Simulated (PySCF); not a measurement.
C4H11AlOSi.
Z-matrix (Å and degrees, GFN2-xTB geometry), rows numbered from 1:
```
C 
C   1  1.3278
C   2  1.4866  1  126.20
Al  3  2.0395  2   98.69  1  -125.59
O   4  1.9469  3   86.27  2   -32.01
Si  5  1.6624  4  126.59  3  -169.82
C   5  1.4280  4  112.55  3    11.51
H   1  1.0758  2  121.31  3    -5.29
H   1  1.0777  2  122.19  3   175.15
H   3  1.0928  2  109.90  1     5.68
H   3  1.1024  2  108.81  1   122.48
H   4  1.5604  3  119.66  2  -130.27
H   4  1.5596  3  120.12  2    67.97
H   6  1.4490  5  101.83  4    -0.55
H   6  1.4638  5  106.16  4   120.86
H   6  1.4630  5  106.18  4  -121.42
H   7  1.0975  2  110.76  1  -110.29
H   7  1.0947  2  111.20  1    10.17
```

The calculation used TDDFT PBE0/def2-SVPD, vertical, gas phase, core orbitals frozen in the response (PySCF 2.14.0, density-fitted response routines).

What does the calculation give for the low-lying excited states?

| state | E (eV) | λ (nm) | f | \|μ\| (D) | main configurations (H = HOMO, L = LUMO) |
| --- | --- | --- | --- | --- | --- |
| S1 | 5.00 | 247.8 | 0.067 | 1.88 | H→L (98%) |
| S2 | 5.59 | 221.8 | 0.0006 | 0.17 | H-1→L (97%) |
| S3 | 5.88 | 211.0 | 0.066 | 1.73 | H→L+1 (58%), H→L+2 (26%), H→L+3 (9%) |
| S4 | 6.01 | 206.4 | 0.087 | 1.96 | H→L+2 (50%), H→L+1 (31%), H→L+3 (10%) |
| S5 | 6.34 | 195.6 | 0.011 | 0.67 | H→L+3 (78%), H→L+2 (20%) |
| S6 | 6.47 | 191.7 | 0.013 | 0.73 | H→L+4 (91%) |
| S7 | 6.64 | 186.8 | 0.0070 | 0.53 | H-1→L+1 (53%), H-2→L (24%), H→L+5 (13%) |
| S8 | 6.65 | 186.3 | 0.0040 | 0.40 | H→L+5 (45%), H-1→L+1 (32%), H→L+6 (11%) |

Triplets, Tamm–Dancoff:

```csv
state,E (eV),λ (nm),"main configurations (H = HOMO, L = LUMO)"
T1,3.93,315.6,"H→L+1 (42%), H→L (40%)"
T2,5.15,240.7,"H→L (57%), H→L+1 (24%)"
T3,5.38,230.3,H-1→L (89%)
```

The lowest singlet lies at 5.00 eV (248 nm, ultraviolet) and is of moderate strength; its leading configuration is HOMO→LUMO (98%). The strongest level in the table is S4 at 6.01 eV (206 nm, f = 0.087). Löwdin shares by element: HOMO carbon 69% or more, aluminium 11% (atoms not listed hold the other 20%); LUMO silicon 34%, hydrogen 26% or more (atoms not listed hold the other 40%). The oscillator strengths of these states sum to 0.256; summed over the whole spectrum of an exact calculation they would give the number of electrons, 70 (Thomas–Reiche–Kuhn). Weighted by f, the mean energy of these states is 5.77 eV. Of the 8 states listed, 5 reach f = 0.01 and none stays under 0.0005. The window holds the lowest 8 singlets.

Hardware: Arm Neoverse V1, one thread, shared host with 32 logical CPUs at a one-minute load of 17. Cost: 59 s of wall time (with the writing of density and orbital grids), 0.92 GiB resident at most.

One conformer stands for the species.
